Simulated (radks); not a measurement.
Task: Spherical quantum dot in the effective-mass picture: electrons in a well V = -V0 / (1 + exp((r - R)/a)) with V0 = 42, R = 1.58, a = 0.18, all in effective atomic units (hartree* = m*/eps^2 hartree, bohr* = eps/m* bohr), one dielectric constant everywhere. Calculated with a radial shooting solver with Libxc functionals: non-relativistic Kohn-Sham, PBEsol, spin-polarised, spherical densities. Levels are named by radial order and angular momentum (1s, 1p, 1d, 2s, ...), and open shells are averaged over m. Each electron was tried in the lowest free levels, single moves between levels near the top were tried too, and the lowest total energy was kept; such a search can miss a lower state. The series stops at N = 32: beyond it a trial failed or the search could not be trusted, so later rows were left out. Give the order in which the levels fill up to N = 32, the shell closures and the spin along the way.

Result: Shells are first occupied in the order 1s, 1p, 1d, 2s, 1f. Open shells at each N (closed shells left out): 1: 1s(up 1, down 0); 2: none; 3: 1p(up 1, down 0); 4: 1p(up 2, down 0); 5: 1p(up 3, down 0); 6: 1p(up 3, down 1); 7: 1p(up 3, down 2); 8: none; 9: 1d(up 1, down 0); 10: 1d(up 2, down 0); 11: 1d(up 3, down 0); 12: 1d(up 4, down 0); 13: 1d(up 5, down 0); 14: 1d(up 5, down 1); 15: 1d(up 5, down 2); 16: 1d(up 5, down 3); 17: 1d(up 5, down 4); 18: none; 19: 2s(up 1, down 0); 20: none; 21: 1f(up 1, down 0); 22: 1f(up 2, down 0); 23: 1f(up 3, down 0); 24: 1f(up 4, down 0); 25: 1f(up 5, down 0); 26: 1f(up 6, down 0); 27: 1f(up 7, down 0); 28: 1f(up 7, down 1); 29: 1f(up 7, down 2); 30: 1f(up 7, down 3); 31: 1f(up 7, down 4); 32: 1f(up 7, down 5). All shells are closed at N = 2, 8, 18, 20 (there: 1s2 1p6 1d10 2s2). Largest 2S: 7, at N = 27.
